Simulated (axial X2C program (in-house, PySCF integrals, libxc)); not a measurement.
SbF along the bond: r2SCAN, two-component

Computed with an in-house all-electron X2C program for linear molecules (integrals from PySCF). Two-component (2c) means X2C with spin–orbit coupling and atomic mean-field two-electron Coulomb and Gaunt terms. Basis: Sb dyall-cv3z [11s12p8d4f1g], F dyall-av3z [7s6p3d2f] (cores contracted in-house); Gaussian nuclei, density fitting, unrestricted open shells. Masses: Sb 120.904 u, F 18.998 u.

State: Ω = 1 (⟨Sz⟩ = 1.00, ⟨Lz⟩ = 0.00 at r2SCAN). Dipoles are positive if F is the positive end.

Results along the bond:

| R (Å) | μ (D) | HOMO (eV) | LUMO (eV) |
| --- | --- | --- | --- |
| 1.678 | -0.731 | -5.03 | -3.03 |
| 1.755 | -1.200 | -5.17 | -3.18 |
| 1.813 | -1.548 | -5.28 | -3.30 |
| 1.871 | -1.890 | -5.38 | -3.41 |
| 1.929 | -2.226 | -5.49 | -3.52 |
| 1.996 | -2.610 | -5.61 | -3.65 |
| 2.064 | -2.983 | -5.72 | -3.78 |
| 2.151 | -3.446 | -5.86 | -3.94 |
| 2.257 | -3.983 | -6.02 | -4.16 |
| 2.411 | -4.702 | -6.23 | -4.52 |

Occupations by symmetry block were frozen at the best pattern of an incomplete PBE0 search. Density functionals use the spin component along the axis (collinear). PBE0 can misorder states that lie within some tenths of an eV, so this need not be the ground state of the molecule. The nearest other 2c determinant of the search, Ω = 0, lies 0.44 eV up at the distance of the search. With several unpaired electrons one determinant need not be a pure state. Open-shell Ω = 0 determinants with evenly filled partner blocks cannot be reached by this program, so the Ω shown need not be the lowest component. This is the Ω = 1 component of a π² triplet; the 0⁺ component is not one determinant and can lie lowest.
